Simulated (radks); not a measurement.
Values are calculated unless marked as measured or tabulated.
Removal energies from neutral indium, [Kr] 4d10 5s2 5p1, by Delta-SCF beside the eigenvalue of the level emptied. Level of theory: scalar-relativistic Kohn-Sham, r2SCAN, spin-polarised, spherical densities, finite nucleus; meta-GGA in the generalised Kohn-Sham scheme; Fermi nuclear charge, rms radius of each element as measured or else 0.836 A^(1/3) + 0.57 fm (a radial shooting solver on a logarithmic mesh with Libxc functionals). Open shells are filled with parallel spins first.

\begin{tabular}{lrrr}
removed from & final configuration & Delta-SCF (eV) & -eigenvalue (eV) \\ \hline
5p & [Kr] 4d10 5s2 & 5.487 & 2.870 \\
5s & [Kr] 4d10 5s1 5p1 & 11.010 & 8.015 \\
4d & [Kr] 4d9 5s2 5p1 & 25.412 & 19.156 \\
4p & [Ar] 3d10 4s2 4p5 4d10 5s2 5p1 & 87.562 & 80.412 \\
\end{tabular}
